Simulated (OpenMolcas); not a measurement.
# Cr3+, Mo3+, W3+: d³ down the group

```
Program             : OpenMolcas
Method              : MS-RASPT2, IPEA 0.25 Eh, imaginary shift 0.1 Eh
Basis               : ANO-RCC-VTZP
Scalar Hamiltonian  : DKH2, point nucleus
Spin-orbit coupling : state interaction with AMFI integrals over the reference wave functions, term energies averaged over their components
```

Active space for each ion: 9 electrons in 8 orbitals (RAS1 p, at most 2 holes; RAS2 d); closed shells correlated by CASPT2: Cr3+ 3s; Mo3+ 4s; W3+ 5s.

Computed levels in cm-1 above ⁴F_3/2:

| Level | Cr3+ | Mo3+ | W3+ |
| --- | --- | --- | --- |
| ⁴F_5/2 | 258 | 798 | 3860 |
| ⁴F_7/2 | 609 | 1802 | 7290 |
| ⁴F_9/2 | 1045 | 2940 | 9960 |
| ⁴P_1/2 | 14650 | 10700 | 12110 |
| ⁴P_5/2 | 15070 | 12020 | 18440 |
| ²G_7/2 | 15420 | 12170 | 16530 |
| ²G_9/2 | 15790 | 12900 | 26040 |
| ²P_1/2 | 19900 | 14580 | 19410 |
| ²H_9/2 | 21500 | 16660 | 17500 |
| weight of ⁴F in the lowest level (%) | 100 | 99 | 86 |

Mixed levels, with the weight of the term that names them: W3+ ⁴F_9/2 (72 %), W3+ ⁴P_1/2 (52 %), W3+ ²G_9/2 (52 %), W3+ ²P_1/2 (52 %), W3+ ²H_9/2 (54 %).

Measured, with the error of the calculation in %. Measured levels: Cr3+ from Sugar and Corliss, J. Phys. Chem. Ref. Data 6, 317 (1977); Mo3+ from Sugar and Musgrove, J. Phys. Chem. Ref. Data 17, 155 (1988); W3+ from the list in J. Phys. B 45, 035001 (2012).

```tsv
Level	Cr3+	Mo3+	W3+
⁴F_5/2	236 (+9.2)	778 (+2.5)	3537 (+9.0)
⁴F_7/2	556 (+9.6)	1760 (+2.4)	6745 (+8.1)
⁴F_9/2	946 (+10.5)	2865 (+2.6)	9256 (+7.6)
⁴P_1/2	14059 (+4.2)	10338 (+3.5)	
⁴P_5/2	14471 (+4.1)	11612 (+3.5)	17190 (+7.3)
²G_7/2	15052 (+2.5)	11580 (+5.1)	15261 (+8.3)
²G_9/2	15402 (+2.5)	12311 (+4.8)	
²P_1/2	19519 (+2.0)	14348 (+1.6)	
²H_9/2	21066 (+2.0)	15995 (+4.2)
```

The fine-structure level ⁴F_9/2 changes by a factor of 9.53 from Cr3+ to W3+.

Without spin-orbit coupling ⁴P lies 14320, 9840, 9900 cm-1 above ⁴F in that order; the difference to the level ⁴P_1/2, of either sign, comes from spin-orbit coupling, which also lowers the zero.

CASPT2 breaks the degeneracy within a term, and the mean is taken; among the terms shown or strongly mixed into the levels shown the widest spread is 1500 cm-1 (4d³ ⁴F, Mo3+). Over all roots computed the reference weight is 0.91 to 0.97 in W3+; the roots of lowest weight are the least certain, and an intruder state may touch them. Active for correlation alone: 3p; no level in the range computed is led by a configuration that opens it, so any true level of that kind is missing (holds for Cr3+). Active for correlation alone: 4p; no level in the range computed is led by a configuration that opens it, so any true level of that kind is missing (holds for Mo3+). Active for correlation alone: 5p; no level in the range computed is led by a configuration that opens it, so any true level of that kind is missing (holds for W3+). The CASPT2 spread within a term exceeds the gap to the next term for 5d³ ²H and 5d³ ²D(1), so the order of their levels is uncertain (holds for W3+). Measured partners are found by configuration, term and J. A level has none where our copy of the source lacks it or the pairing is in doubt (some pairs that miss far off the trend of their configuration count as doubtful), and it then counts in no deviation. Only configurations of the active space appear.

A number in round brackets counts repeated terms of one configuration in the order of the reference energies.
